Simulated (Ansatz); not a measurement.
All numbers were calculated with Ansatz.

Basis-set series for Br3ClSi (`Cl[Si](Br)(Br)Br`). The species carries charge 0 and has multiplicity 1. The structure was optimised at the PBE0-D4/def2-TZVP level.

```json
{"atom": "Cl1", "x (Å)": "-1.6426", "y (Å)": "1.2227", "z (Å)": "0.1751"}
{"atom": "Si2", "x (Å)": "-0.0225", "y (Å)": "0.0168", "z (Å)": "0.0024"}
{"atom": "Br3", "x (Å)": "-0.6710", "y (Å)": "-1.9778", "z (Å)": "-0.6345"}
{"atom": "Br4", "x (Å)": "1.3490", "y (Å)": "0.8579", "z (Å)": "-1.4862"}
{"atom": "Br5", "x (Å)": "0.9871", "y (Å)": "-0.1195", "z (Å)": "1.9431"}
```

| functional | basis | functions | energy (Eh) | HOMO (eV) | LUMO (eV) |
| --- | --- | --- | --- | --- | --- |
| PBE0-D4 | def2-TZVPP | 228 | -8471.23343 | -8.70 | -1.44 |
| PBE0-D4 | def2-QZVPP | 407 | -8471.41414 | -8.71 | -1.49 |
| ωB97M-V | def2-TZVPP | 228 | -8471.92447 | -10.88 | 0.53 |
| ωB97M-V | def2-QZVPP | 407 | -8472.09807 | -10.90 | 0.41 |

Give the rows for def2-SVP. (Estimate.)

The calculation gave: 
| functional | basis | functions | energy (Eh) | HOMO (eV) | LUMO (eV) |
| --- | --- | --- | --- | --- | --- |
| PBE0-D4 | def2-SVP | 132 | -8470.03017 | -8.63 | -1.24 |
| ωB97M-V | def2-SVP | 132 | -8470.72901 | -10.78 | 0.83 |

Positive LUMOs are unbound and depend on the basis. Scalar relativity is left out up to krypton.
